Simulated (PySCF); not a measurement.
Species: B₃H₄NO₃.
SMILES with atom numbers: `[NH2:1][B:2]1[O:3][BH:4][O:5][BH:6][O:7]1` (hydrogens: H8, H9 on N1; H10 on B4; H11 on B6)

Computed, not measured: PBE0-D3(BJ)/def2-SVP geometry optimisation, gas phase in PySCF 2.14.0.

(1) Give the optimised bond lengths and angles.

## Answers

(1) 
| bond | length (pm) |
| --- | --- |
| N1–B2 | 139.4 |
| B2–O3, B2–O7 | 138.8 |
| O3–B4, B6–O7 | 136.1 |
| B4–O5, O5–B6 | 137.4 |
| N1–H8, N1–H9 | 100.9 |
| B4–H10, B6–H11 | 120.4 |

Bonds in one row agree within 1 pm and their mean is given. A selection of angles:
| angle | degrees |
| --- | --- |
| B2–N1–H8 | 122.1 |
| H8–N1–H9 | 115.6 |
| N1–B2–O3 | 120.6 |
| N1–B2–O7 | 120.4 |
| O3–B2–O7 | 119.0 |
| B2–O3–B4 | 120.3 |
| O3–B4–O5 | 120.0 |
| O3–B4–H10 | 120.3 |
| O5–B4–H10 | 119.7 |
| B4–O5–B6 | 120.4 |

Dihedral angles: N1–B2–O3–B4 179° (antiperiplanar); B2–O3–B4–O5 0° (synperiplanar); O3–B4–O5–B6 0° (synperiplanar); B4–O5–B6–O7 0° (synperiplanar); O5–B6–O7–B2 0° (synperiplanar); N1–B2–O7–B6 -179° (antiperiplanar).

O3 (boron-bound oxygen) is bent (angle 120.3°). N1 (boron-bound nitrogen) is planar (angles 122.3°, 122.1° and 115.6°, sum 360.0°, 0.01 Å off the plane of its three neighbours). B2 (three-coordinate boron) is planar (angles 120.6°, 120.4° and 119.0°, sum 360.0°, 0.00 Å off the plane of its three neighbours). B4 (three-coordinate boron) is planar (angles 120.3°, 120.0° and 119.7°, sum 360.0°, 0.00 Å off the plane of its three neighbours). The 7 heavy atoms lie in one plane (0.007 Å rms). The B–O distances run from 1.361 Å (B6–O7, drawn single) to 1.389 Å (B2–O3, drawn single), a spread of 0.028 Å. The 6-membered ring B2–O3–B4–O5–B6–O7 has internal angles of 119.0° to 120.4°; it is planar, 0.00 Å rms from its mean plane, widest ring torsion 1°.

Point group: C2v (tolerance 0.08 Å). Not checked by PBE0-D3(BJ)/def2-SVP frequencies.
